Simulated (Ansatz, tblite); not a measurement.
Forces on Ga(OCMe2)H3 (C₃H₉GaO) at its r2SCAN-D4/def2-SVP geometry. The state is a singlet with charge 0.

The xTB rows come from tblite. Another isomer (singlet) lies 1.08 eV lower at PBE0-D4/def2-TZVP; other spin states weren't run for this one.

GFN1-xTB (tblite), largest force 1.03 eV/Å:

```xyz
14
positions Å, forces eV/Å
C     0.115   -0.010    0.597   -0.651    0.478   -0.289
C     0.359   -0.003    2.072    0.355   -0.246    0.277
C     1.000   -0.831   -0.284    0.082   -0.077   -0.125
Ga   -1.370    0.829   -1.891   -0.068    0.012   -0.213
O    -0.810    0.660    0.131    0.812   -0.602    0.221
H     0.292   -1.033    2.461   -0.070    0.379   -0.145
H     1.389    0.336    2.274   -0.399   -0.034   -0.087
H    -0.362    0.645    2.584    0.207   -0.189   -0.163
H     1.463   -0.169   -1.035   -0.130   -0.158    0.327
H     0.369   -1.529   -0.861    0.168    0.197    0.276
H     1.772   -1.379    0.271   -0.261    0.182   -0.180
H    -1.669   -0.702   -2.143    0.029    0.331    0.027
H     0.013    1.354   -2.448   -0.304   -0.080    0.093
H    -2.561    1.830   -1.728    0.230   -0.194   -0.021
```

GFN2-xTB (tblite), largest force 0.45 eV/Å:

```
C -0.232 0.142 -0.304
C 0.303 -0.213 0.202
C 0.076 -0.047 0.085
Ga -0.006 0.036 0.285
O 0.309 -0.262 -0.204
H -0.046 0.403 -0.137
H -0.415 -0.060 -0.072
H 0.249 -0.221 -0.151
H -0.175 -0.137 0.235
H 0.124 0.224 0.181
H -0.278 0.198 -0.168
H 0.056 0.212 0.039
H -0.184 -0.081 0.084
H 0.219 -0.192 -0.076
```

PBE-D4/def2-TZVP (Ansatz), largest force 0.40 eV/Å:

```
C 0.276 -0.208 0.071
C -0.005 0.018 0.096
C 0.062 -0.057 -0.064
Ga -0.013 -0.014 -0.105
O -0.299 0.256 0.043
H 0.001 0.039 -0.006
H -0.036 -0.010 0.002
H 0.048 -0.040 -0.006
H -0.016 -0.021 0.026
H 0.026 0.013 0.016
H -0.047 0.030 -0.028
H -0.025 -0.167 -0.027
H 0.158 0.053 -0.054
H -0.130 0.110 0.035
```
